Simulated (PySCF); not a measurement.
AlFH₃NO.

```xyz
7

Al     0.0134     0.0243     0.0000
F      1.6273     0.4528     0.0000
O     -1.2043     1.2112     0.0000
H     -1.0370     2.1599     0.0000
N     -0.4281    -1.6800     0.0000
H     -1.3829    -2.0275     0.0000
H      0.2308    -2.4531     0.0000
```
Charge 0, spin multiplicity 1.

Geometry optimised at TPSSh-D3(BJ)/def2-SVP. One conformer was computed; it need not be the lowest.

Level of theory: PBE0/pcSseg-1 (PySCF). Non-relativistic, no solvent.

Give the absolute GIAO shielding of each atom: isotropic value and principal components (ppm). (An estimate is asked for; the answer gives what the named calculation found.)


| atom | σ(iso) | σ11 | σ22 | σ33 | span |
|---|---|---|---|---|---|
| Al1 | 460.0 | 398.1 | 447.5 | 534.3 | 136.3 |
| F2 | 369.9 | 320.0 | 336.6 | 453.2 | 133.2 |
| O3 | 328.0 | 310.8 | 312.2 | 360.9 | 50.1 |
| H4 | 29.9 | 22.0 | 23.5 | 44.3 | 22.3 |
| N5 | 269.5 | 237.2 | 283.3 | 288.2 | 51.0 |
| H6 | 31.0 | 23.6 | 26.7 | 42.7 | 19.1 |
| H7 | 31.1 | 23.9 | 26.4 | 43.1 | 19.2 |
